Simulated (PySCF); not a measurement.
Species: CH₈InN.
SMILES: `[CH3][InH2-][NH3+]`

Computed with PBE0-D3(BJ)/def2-SVP geometry optimisation, gas phase, def2 core potentials past Kr in PySCF.

Masses are those of the commonest isotopes; rigid-rotor values at the optimised geometry. 

**Question.** What are A, B and C (cm⁻¹)?

**Answer.** Ia = 71.49, Ib = 113.59, Ic = 169.97 u·Å²; 505379 MHz·u·Å²/I gives 7070, 4449 and 2973 MHz, that is A = 0.23582, B = 0.14841, C = 0.09918 cm⁻¹.

**Question.** Classify the top.

**Answer.** An asymmetric top; Ray's κ = -0.279.

**Question.** What does the inertial defect say?

**Answer.** Not planar: Δ = Ic − Ia − Ib = -15.11 u·Å². For a rigid frame Δ = −2 Σ m c², so Σ m c² = 7.55 u·Å² lies off the ab plane, practically all of it from hydrogen. The atom farthest from that plane is 1.51 Å away.

**Question.** List the rotational levels J(Ka,Kc) to J = 3 (K).

**Answer.** Above 0(0,0), as E/k:
J = 1: 1(0,1) 0.356, 1(1,1) 0.482, 1(1,0) 0.553
J = 2: 2(0,2) 1.046, 2(1,2) 1.124, 2(1,1) 1.336, 2(2,1) 1.713, 2(2,0) 1.736
J = 3: 3(0,3) 2.036, 3(1,3) 2.074, 3(1,2) 2.494, 3(2,2) 2.782, 3(2,1) 2.883, 3(3,1) 3.600, 3(3,0) 3.605
The levels of one J sum to (2J + 1)J(J + 1)(A + B + C)/3.

**Question.** Which types of transition are allowed, and where do some lines up to J = 2 fall?

**Answer.** The dipole components are |μa| = 4.16 D, |μb| = 2.47 D, |μc| = 0.01 D. The squared components, which scale the intensities, stand as 1.00 : 0.35 : 0.00 (a : b : c). Some lines, for components of 0.1 D or more:

```csv
type,branch,"J(Ka,Kc)",MHz,lower level (cm⁻¹)
a,Q,"2(2,0) ← 2(2,1)",470,1.191
a,Q,"1(1,0) ← 1(1,1)",1476,0.335
b,Q,"1(1,0) ← 1(0,1)",4096,0.248
a,Q,"2(1,1) ← 2(1,2)",4427,0.781
b,Q,"2(1,1) ← 2(0,2)",6042,0.727
a,R,"1(0,1) ← 0(0,0)",7423,0.000
b,Q,"2(2,0) ← 2(1,1)",8331,0.929
b,R,"1(1,1) ← 0(0,0)",10043,0.000
b,R,"2(0,2) ← 1(1,1)",11755,0.335
b,Q,"2(2,1) ← 2(1,2)",12288,0.781
a,R,"2(1,2) ← 1(1,1)",13369,0.335
a,R,"2(0,2) ← 1(0,1)",14375,0.248
b,R,"2(1,2) ← 1(0,1)",15990,0.248
a,R,"2(1,1) ← 1(1,0)",16321,0.384
b,R,"2(2,1) ← 1(1,0)",24182,0.384
b,R,"2(2,0) ← 1(1,1)",26128,0.335
```

No frequency check. Constants of a rigid frame at the computed geometry: no zero-point averaging, no centrifugal distortion. A rigid rotor knows nothing of internal rotation, which can split or shift real lines. Quadrupole hyperfine structure (14N) is left out.

On an Arm Neoverse V2 with one thread, shared host with 96 logical CPUs at a one-minute load of 41, this took 22 s wall and 0.40 GiB of memory at its peak. This is the geometry optimisation.
